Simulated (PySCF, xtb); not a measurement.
C₈H₆N₂, SMILES c1ccc2nccnc2c1.

GFN2-xTB (xtb) at its own geometry gives an orbital gap of 1.60 eV and a dipole moment of 0.76 D.

Coordinates come from a B3LYP-D3(BJ)/def2-SVP optimisation.

Q: What does ωB97X/def2-SVP in PySCF give? (An estimate is asked for; the answer gives what the named calculation found.)

A: gap 9.23 eV (levels -9.26 and -0.04 eV), dipole 0.41 D.
